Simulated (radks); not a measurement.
Values are calculated unless marked as measured or tabulated.
These are the eigenvalues of the occupied orbitals of an atom or ion with whole-number occupations (hartree). Level of theory: scalar-relativistic Kohn-Sham, PBEsol, spin-polarised, spherical densities, finite nucleus; Fermi nuclear charge, rms radius of each element as measured or else 0.836 A^(1/3) + 0.57 fm (a radial shooting solver on a logarithmic mesh with Libxc functionals).

orbital  eigenvalue
1s up     -654.8969
1s down   -654.8967
2s up     -90.99386
2s down   -90.98786
2p up     -81.19378
2p down   -81.18913
3s up     -15.14025
3s down   -15.13637
3p up     -11.94853
3p down   -11.94424
3d up      -6.70589
3d down    -6.69967
4s up      -2.30288
4s down    -2.26324
4p up      -1.49604
4p down    -1.44948
4d up      -0.42525
5p up      -0.26743

Which element is it, and in what charge state? The configuration may be excited. Open shells, if any, are filled with parallel spins first.

Answer. Z = 40, zirconium, charge +1: Zr+ in [Kr] 4d2 5p1. The list shows which subshells hold electrons but not how many an open one holds; the 1s level, -654.9 hartree, gives Z - s = 36.2 by -(Z - s)^2/2, which with screening and relativity narrows Z to a few neighbours, and the depths of the outer levels then fix element, charge and occupations together.
